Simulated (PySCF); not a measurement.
# Core-level binding energies of AsMe5

Compound: AsMe5, C5H15As.
Cartesian coordinates in Å at the PBE0-D3(BJ)/def2-SVP level; atoms count from 1:
```
atom  x, y, z in Å
As1   -0.0105    0.0011    0.0186
C2    -0.0051   -0.0278    2.0779
H3     0.3949   -0.9856    2.4508
H4    -1.0279    0.0966    2.4707
H5     0.6210    0.7880    2.4763
C6    -0.0122    0.0277   -2.0461
H7    -1.0340    0.1685   -2.4363
H8     0.3804   -0.9227   -2.4444
H9     0.6189    0.8478   -2.4271
C10    1.9565   -0.0370    0.0044
H11    2.3226   -0.5772   -0.8781
H12    2.3473   -0.4841    0.9272
H13    2.2985    1.0074   -0.0573
C14   -0.9594    1.7243    0.0211
H15   -0.8659    2.2316    0.9894
H16   -2.0212    1.5091   -0.1725
H17   -0.5822    2.3587   -0.7917
C18   -1.0269   -1.6829   -0.0170
H19   -0.2969   -2.4966   -0.1455
H20   -1.7136   -1.6936   -0.8733
H21   -1.5708   -1.8375    0.9234
```

Method used: PySCF, delta-SCF UKS SCAN, pcX-2 on the ionised atom, pcseg-1 elsewhere, spin-free X2C. These are vertical core ionisation energies against the vacuum level, from separate self-consistent calculations with and without the core hole.

**Question.** Give the core binding energies atom by atom.

**Answer.** 
```tsv
atom(s)	bonded to	level	binding energy (eV)	count
C2/C6	3 H and As	C 1s	288.84	2
```

**Question.** Which photon energy gives electrons from C 1s of C2/C6 a kinetic energy of 200 eV, and what is their de Broglie wavelength?

**Answer.** hν = 288.84 + 200 = 488.84 eV, recoil neglected; λ = 12.264 Å/√(E/eV) = 0.87 Å.

Topologically equivalent atoms share the value of their first member; where this conformer doesn't relate them by symmetry, their own values could differ. The list is incomplete; no value stands for C 1s of C10, C14, C18. No level of arsenic is listed. Geometry: PBE0-D3(BJ)/def2-SVP; no solvent, vibrations or thermal averaging.
